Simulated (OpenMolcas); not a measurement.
An OpenMolcas run meant for Pd+ (ANO-RCC-VTZP, X2C; inactive shells 1s 2s 2p 3s 3p 3d 4s 4p; intended active space 9 electrons in 5 orbitals (4d)). One step of its input:

```
&RASSCF
FileOrb=start.orb
Symmetry=1
Spin=2
nActEl=9 0 0
Inactive=9 9
Ras2=5 0
CIRoot=7 7 1
SDav=5
CIMx=300
Iter=74 100
PrWF=0.3
OrbListing=Nothing
MaxOrb=0
Atom
>>> COPY $Project.JobIph JOB001
```

Lines from the output:

```
...
      Number of secondary orbitals              45
      Spin quantum number                      0.5
      State symmetry                             1
Orbital specifications:
      -----------------------

      Symmetry species                           1   2
                                                ag  au
      Frozen orbitals                            0   0
      Inactive orbitals                          9   9
      Active orbitals                            5   0
      RAS1 orbitals                              0   0
      RAS2 orbitals                              5   0
      RAS3 orbitals                              0   0
      Secondary orbitals                        22  23
      Deleted orbitals                           0   0
      Number of basis functions                 36  32
      Number of CSFs                             5
      Number of root(s) required                 7
 ************ ERROR ***********
  You can't ask for more roots
  than there are configurations
 ******************************
--- Stop Module: rasscf at  /rc=_RC_INPUT_ERROR_ ---
.####################.
.# User input error #.
.####################.
```

**Question.** What is wrong with the input?

**Answer.** CIRoot asks for more roots than the active space has configuration state functions.
